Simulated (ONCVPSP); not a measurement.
## Br (Z = 35), ONCV: configuration errors across variants

ONCVPSP 4.0.1 input, shortened (lines: element, Z, core and valence counts, functional; n l f; lmax; l rc ep ncon nbas qcut; lloc lpopt rc5 dvloc0; l nproj debl; icmod fcfact rcfact), BLYP, scalar-relativistic:

```
  Br 35.00    3    5  -106131      upf
    1    0    2.00
    2    0    2.00
    2    1    6.00
    3    0    2.00
    3    1    6.00
    3    2   10.00
    4    0    2.00
    4    1    4.50
    2
    0    1.10    0.00    5    9    8.50
    1    1.15    0.00    4    8    9.60
    2    1.10    0.00    4    9   11.90
    2    5    1.10    0.00
    0    2    3.50
    1    2    2.70
    2    0    2.30
    2    0.35    0.70
```

All-electron excitation energies from the reference (eV): (1) 3s2 3p6 3d10 4s2 4p5 -4.998; (2) 3s2 3p6 3d10 4s2 4p4 7.402; (3) 3s2 3p6 3d10 4s2 4p3 30.019; (4) 3s2 3p6 3d10 4s2 4p2 63.898.

3 further variants failed, have other tests or too few solved ones, and are left out.

A true bound ghost makes a file unfit for plane-wave use even where its test errors are small: the radial tests pick states by their node count and pass the ghost by.

Errors AE − PS in meV (a dash: test not solved or not reliable):

```tsv
change	(1)	(2)	(3)	(4)	bound ghosts	GHOST(+) flags above zero
base	+0.6	-1.2	-6.8	-20	s	none
core correction Teter function, fcfact 2.5, rcfact 1.5	+0.6	-1.2	-6.8	-20	s	none
s: nbas 10	+0.6	-1.2	-6.7	-20	s	none
s: qcut 11.5; p: qcut 13; d: qcut 16.2	–	–	–	–	s	none
p: ncon 3, nbas 7	+0.9	-1.6	-8.3	-24	s	none
core correction Teter function fitted to the true core (icmod 2), fcfact 0.98	+0.6	-1.2	-6.8	-20	s	none
```

Question: Give the same row for: d: nproj 1; local potential polynomial inside 0.85 bohr (lpopt 1, dvloc0 6 Ha).

Answer: +0.7, -1.0, -4.7, -11; bound ghosts: none; GHOST(+) flags above zero: none.
